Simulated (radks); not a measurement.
Removal energies from the chromium ion Cr12+, [Ne] 3s2, by Delta-SCF beside the eigenvalue of the level emptied. Calculated with a radial shooting solver on a logarithmic mesh with Libxc functionals: scalar-relativistic Kohn-Sham, r2SCAN, spin-polarised, spherical densities, finite nucleus; meta-GGA in the generalised Kohn-Sham scheme; Fermi nuclear charge, rms radius of each element as measured or else 0.836 A^(1/3) + 0.57 fm. Open shells are filled with parallel spins first.

| removed from | final configuration | Delta-SCF (eV) | -eigenvalue (eV) |
|---|---|---|---|
| 3s | [Ne] 3s1 | 352.53 | 341.79 |
| 2p | [He] 2s2 2p5 3s2 | 935.68 | 896.37 |
| 2s | [He] 2s1 2p6 3s2 | 1037.4 | 1003.1 |
| 1s | 1s1 2s2 2p6 3s2 | 6366.7 | 6248.1 |
